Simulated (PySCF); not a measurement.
A structure optimised at PBE-D3(BJ)/def2-TZVP, used in a PySCF frequency run:

```xyz
6

C     -0.7283    -0.0804     0.0000
N      0.6559     0.0977     0.0000
H     -1.2463     0.1199    -0.9364
H     -1.2463     0.1199     0.9364
H      1.1357    -0.2206     0.8387
H      1.1357    -0.2206    -0.8387
```
Charge 0, spin multiplicity 2.

Q: Write its SMILES, formula and point group.

A: [CH2]N, CH4N, Cs

Q: What are its rotational constants (standard atomic weights)?

A: 144.91, 27.372, 23.674 GHz
